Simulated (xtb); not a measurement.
C₄H₉LiO (SMILES [Li][O]C(C)(C)C), singlet, from a rough starting geometry (GFN-xTB shapes and energies of metal compounds can be far from the true ones); GFN2-xTB in xtb.

The xtb input:
```
$ xtb mol.xyz --gfn 2 --opt vtight --json

# file mol.xyz
15

Li     1.12207252     2.08664760     2.04505513
O      0.56960969     1.05606859     1.08469234
C      0.02817114     0.10806100     0.16121944
C      1.04656774    -0.98936501    -0.10244731
C     -1.25336974    -0.54059710     0.63137551
C     -0.26188819     0.85381653    -1.15482610
H      0.78058174    -1.65100592    -0.81461743
H      1.29016238    -1.47087811     0.87365183
H      2.03757257    -0.51570437    -0.43702843
H     -1.10084881    -0.99557609     1.55491971
H     -1.57156687    -1.19724899    -0.13801109
H     -1.98738241     0.21799872     0.76232991
H      0.69670206     1.37021054    -1.56794568
H     -0.93048396     1.59847181    -1.00684313
H     -0.53648060     0.19035724    -1.95540742
```

Output, abridged:

```
   ID    Z sym.   atoms
    1    3 Li     1
    2    8 O      2
    3    6 C      3-6
    4    1 H      7-15

           -------------------------------------------------
          |                Calculation Setup                |
           -------------------------------------------------

           -------------------------------------------------
          |                 G F N 2 - x T B                 |
           -------------------------------------------------

          ...................................................
          :                      SETUP                      :
          :.................................................:
          :  # basis functions                  33          :
          :  # atomic orbitals                  33          :
          :  # shells                           21          :
          :  # electrons                        32          :
          :  max. iterations                   250          :
          :  Hamiltonian                  GFN2-xTB          :
          :  restarted?                      false          :
          :  GBSA solvation                  false          :
          :  PC potential                    false          :
          :  electronic temp.          300.0000000     K    :
          :  accuracy                    1.0000000          :
          :  -> integral cutoff          0.2500000E+02      :
          :  -> integral neglect         0.1000000E-07      :
          :  -> SCF convergence          0.1000000E-05 Eh   :
          :  -> wf. convergence          0.1000000E-03 e    :
          :  Broyden damping             0.4000000          :
          :  net charge                          0          :
          :  unpaired electrons                  0          :
          ...................................................

 iter      E             dE          RMSdq      gap      omega  full diag
   1    -17.7000923 -0.177001E+02  0.365E+00    2.94       0.0  T
   2    -17.7573964 -0.573041E-01  0.197E+00    3.60       1.0  T
   3    -17.7583752 -0.978854E-03  0.957E-01    3.53       1.0  T
   4    -17.7588045 -0.429312E-03  0.422E-01    3.57       1.0  T
   5    -17.7589457 -0.141144E-03  0.310E-01    3.58       1.0  T
   6    -17.7589657 -0.200578E-04  0.286E-02    3.65       1.0  T
   7    -17.7589674 -0.169861E-05  0.332E-03    3.63       7.8  T
   8    -17.7589674 -0.127520E-07  0.145E-03    3.63      17.8  T
   9    -17.7589674 -0.885461E-09  0.669E-04    3.63      38.6  T
  10    -17.7589674 -0.444988E-09  0.145E-04    3.63     177.7  T

   *** convergence criteria satisfied after 10 iterations ***

         :::::::::::::::::::::::::::::::::::::::::::::::::::::
         ::                     SUMMARY                     ::
         :::::::::::::::::::::::::::::::::::::::::::::::::::::
         :: total energy             -17.509665935910 Eh    ::
         :: gradient norm              0.167316883645 Eh/a0 ::
         :: HOMO-LUMO gap              3.632682463155 eV    ::
         ::.................................................::
         :: SCC energy               -17.758951055015 Eh    ::
         :: -> isotropic ES            0.084053885739 Eh    ::
         :: -> anisotropic ES          0.010274988168 Eh    ::
         :: -> anisotropic XC          0.003219781862 Eh    ::
         :: -> dispersion             -0.008620737279 Eh    ::
         :: repulsion energy           0.249285119105 Eh    ::
         :: add. restraining           0.000000000000 Eh    ::
         :: total charge              -0.000000000000 e     ::
         :::::::::::::::::::::::::::::::::::::::::::::::::::::

      -----------------------------------------------------------
     |                   =====================                   |
     |                        A N C O P T                        |
     |                   =====================                   |
     |               Approximate Normal Coordinate               |
     |                Rational Function Optimizer                |
      -----------------------------------------------------------
      -----------------------------------------------------------
     |                   =====================                   |
     |                        A N C O P T                        |
     |                   =====================                   |
     |               Approximate Normal Coordinate               |
     |                Rational Function Optimizer                |
      -----------------------------------------------------------

          ...................................................
          :                      SETUP                      :
          :.................................................:
          :   optimization level         verytight          :
          :   max. optcycles                   300          :
          :   ANC micro-cycles                  20          :
          :   degrees of freedom                39          :
          :.................................................:
          :   RF solver                   davidson          :
          :   write xtbopt.log                true          :
          :   linear?                        false          :
          :   energy convergence         0.1000000E-06 Eh   :
          :   grad. convergence          0.2000000E-03 Eh/α :
          :   maxmium RF displ.          1.0000000          :
          :   Hlow (freq-cutoff)         0.1000000E-01      :
          :   Hmax (freq-cutoff)         5.0000000          :
          :   S6 in model hess.         20.0000000          :
          ...................................................

generating ANC from exact Hessian ...
Using Lindh-Hessian (1995)
 Shifting diagonal of input Hessian by    8.2675305830917038E-003
 Lowest  eigenvalues of input Hessian
    0.000000    0.000000    0.000000    0.000000    0.000000    0.000000
[...]
 * total energy  :   -17.5096659 Eh     change       -0.3024070E-10 Eh
 * total energy  :   -17.5275104 Eh     change       -0.1784450E-01 Eh
 * total energy  :   -17.5299404 Eh     change       -0.2430002E-02 Eh
 * total energy  :   -17.5300722 Eh     change       -0.1318008E-03 Eh
 * total energy  :   -17.5301143 Eh     change       -0.4209450E-04 Eh
 * total energy  :   -17.5301265 Eh     change       -0.1212506E-04 Eh
 * total energy  :   -17.5301307 Eh     change       -0.4227443E-05 Eh
 * total energy  :   -17.5301334 Eh     change       -0.2734739E-05 Eh
 * total energy  :   -17.5301346 Eh     change       -0.1144348E-05 Eh
 * total energy  :   -17.5301349 Eh     change       -0.3250359E-06 Eh
 * total energy  :   -17.5301350 Eh     change       -0.1293064E-06 Eh
 * total energy  :   -17.5301351 Eh     change       -0.6695391E-07 Eh
   *** GEOMETRY OPTIMIZATION CONVERGED AFTER 12 ITERATIONS ***
         :: total energy             -17.530135082195 Eh    ::
[...]
         :: total charge               0.000000000000 e     ::
         :::::::::::::::::::::::::::::::::::::::::::::::::::::

           -------------------------------------------------
          |                Property Printout                |
           -------------------------------------------------

    * Orbital Energies and Occupations

         #    Occupation            Energy/Eh            Energy/eV
      -------------------------------------------------------------
         1        2.0000           -0.6137487             -16.7010
       ...           ...                  ...                  ...
         4        2.0000           -0.5591802             -15.2161
         5        2.0000           -0.5170794             -14.0704
         6        2.0000           -0.4796740             -13.0526
         7        2.0000           -0.4730597             -12.8726
         8        2.0000           -0.4730571             -12.8725
         9        2.0000           -0.4403032             -11.9813
        10        2.0000           -0.4402958             -11.9811
        11        2.0000           -0.4232414             -11.5170
        12        2.0000           -0.4200506             -11.4302
        13        2.0000           -0.4130108             -11.2386
        14        2.0000           -0.4130076             -11.2385
        15        2.0000           -0.3414668              -9.2918
        16        2.0000           -0.3414663              -9.2918 (HOMO)
        17                         -0.2135024              -5.8097 (LUMO)
        18                         -0.0345811              -0.9410
        19                         -0.0345687              -0.9407
        20                          0.1028030               2.7974
        21                          0.1311592               3.5690
        22                          0.1464747               3.9858
        23                          0.1464864               3.9861
        24                          0.1736653               4.7257
        25                          0.2361963               6.4272
        26                          0.2362140               6.4277
        27                          0.2561260               6.9695
       ...                                ...                  ...
        33                          0.4455647              12.1244
      -------------------------------------------------------------
                  HL-Gap            0.1279639 Eh            3.4821 eV
             Fermi-level           -0.2774844 Eh           -7.5507 eV

     #   Z          covCN         q      C6AA      α(0)
     1   3 Li       0.739     0.528    44.897    21.797
     2   8 O        1.516    -0.624    25.871     6.860
     3   6 C        3.850     0.170    17.856     6.010
     4   6 C        3.756    -0.118    22.814     6.810
     5   6 C        3.756    -0.118    22.814     6.810
     6   6 C        3.756    -0.118    22.814     6.810
     7   1 H        0.925     0.027     2.623     2.533
     8   1 H        0.925     0.033     2.542     2.493
     9   1 H        0.925     0.033     2.542     2.493
    10   1 H        0.925     0.033     2.542     2.493
    11   1 H        0.925     0.027     2.623     2.533
    12   1 H        0.925     0.033     2.542     2.493
    13   1 H        0.925     0.033     2.542     2.493
    14   1 H        0.925     0.033     2.542     2.493
    15   1 H        0.925     0.027     2.623     2.533

 Mol. C6AA /au·bohr⁶  :       1834.330073
 Mol. C8AA /au·bohr⁸  :      46728.005556
 Mol. α(0) /au        :         77.657102

Wiberg/Mayer (AO) data.
largest (>0.10) Wiberg bond orders for each atom

 ---------------------------------------------------------------------------
     #   Z sym  total        # sym  WBO       # sym  WBO       # sym  WBO
 ---------------------------------------------------------------------------
     1   3 Li   0.872 --     2 O    0.791
     2   8 O    1.912 --     3 C    1.026     1 Li   0.791
     3   6 C    3.970 --     2 O    1.026     5 C    0.978     4 C    0.978
                             6 C    0.978
     4   6 C    3.996 --     7 H    0.987     9 H    0.984     8 H    0.984
                             3 C    0.978
     5   6 C    3.996 --    11 H    0.987    10 H    0.984    12 H    0.984
                             3 C    0.978
     6   6 C    3.996 --    15 H    0.987    13 H    0.984    14 H    0.984
                             3 C    0.978
     7   1 H    0.999 --     4 C    0.987
     8   1 H    0.999 --     4 C    0.984
     9   1 H    0.999 --     4 C    0.984
    10   1 H    0.999 --     5 C    0.984
    11   1 H    0.999 --     5 C    0.987
    12   1 H    0.999 --     5 C    0.984
    13   1 H    0.999 --     6 C    0.984
    14   1 H    0.999 --     6 C    0.984
    15   1 H    0.999 --     6 C    0.987
 ---------------------------------------------------------------------------

Topologies differ in total number of bonds
Writing topology from bond orders to xtbtopo.mol

molecular dipole:
                 x           y           z       tot (Debye)
 q only:        0.446       0.865       0.894
   full:        0.591       1.145       1.183       4.446
molecular quadrupole (traceless):
                xx          xy          yy          xz          yz          zz
 q only:       -4.145       4.174       1.829       4.298       8.360       2.316
  q+dip:       -6.104       6.152       2.688       6.336      12.315       3.416
   full:       -6.167       6.216       2.715       6.402      12.442       3.452

optimized geometry written to: xtbopt.xyz

           -------------------------------------------------
          | TOTAL ENERGY              -17.530135082195 Eh   |
          | GRADIENT NORM               0.000066698079 Eh/α |
          | HOMO-LUMO GAP               3.482073706710 eV   |
           -------------------------------------------------

normal termination of xtb
```
